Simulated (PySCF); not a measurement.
GeI2, SMILES [I][Ge][I] (connectivity only; charge and spin as stated), charge +1, multiplicity 2.

The structure is a stationary point at B3LYP-D3(BJ)/def2-SVP. The multiplicity is an assumed one; other spin states were not compared. The isomer is the one that the SMILES or the coordinates give; other isomers of the formula were not compared. The def2 effective core potentials stand for the cores of I; spin–orbit coupling is left out.

These are TDA-PBE0/def2-SVPD (PySCF 2.14.0) values and carry that method's errors.

Vertical excitations. 

Estimate the UV-visible absorptions. (Estimate from the structure and the level; the computed values follow.)


```json
[
 {"state": "root 1", "energy (eV)": "1.10", "λ (nm)": "1130", "f": "0.008", "main pairs": "β HOMO→LUMO 97 %"},
 {"state": "root 2", "energy (eV)": "1.20", "λ (nm)": "1033", "f": "0.000", "main pairs": "β HOMO−1→LUMO 99 %"},
 {"state": "root 3", "energy (eV)": "1.80", "λ (nm)": "688", "f": "0.001", "main pairs": "β HOMO−2→LUMO 99 %"},
 {"state": "root 4", "energy (eV)": "1.92", "λ (nm)": "646", "f": "0.005", "main pairs": "β HOMO−3→LUMO 96 %"},
 {"state": "root 5", "energy (eV)": "2.67", "λ (nm)": "465", "f": "0.002", "main pairs": "α HOMO→LUMO 96 %"},
 {"state": "root 6", "energy (eV)": "3.04", "λ (nm)": "408", "f": "0.001", "main pairs": "α HOMO−2→LUMO 65 %, β HOMO−4→LUMO 18 %, β HOMO−1→LUMO+1 17 %"},
 {"state": "root 7", "energy (eV)": "3.09", "λ (nm)": "401", "f": "0.000", "main pairs": "α HOMO−1→LUMO 69 %, β HOMO→LUMO+1 30 %"},
 {"state": "root 8", "energy (eV)": "3.25", "λ (nm)": "381", "f": "0.000", "main pairs": "α HOMO−1→LUMO 30 %, β HOMO→LUMO+1 69 %"},
 {"state": "root 9", "energy (eV)": "3.28", "λ (nm)": "378", "f": "0.007", "main pairs": "β HOMO−4→LUMO 54 %, β HOMO−1→LUMO+1 44 %"},
 {"state": "root 10", "energy (eV)": "3.45", "λ (nm)": "360", "f": "0.000", "main pairs": "α HOMO−3→LUMO 55 %, β HOMO−2→LUMO+1 43 %"}
]
```
Unrestricted roots are not spin-pure.
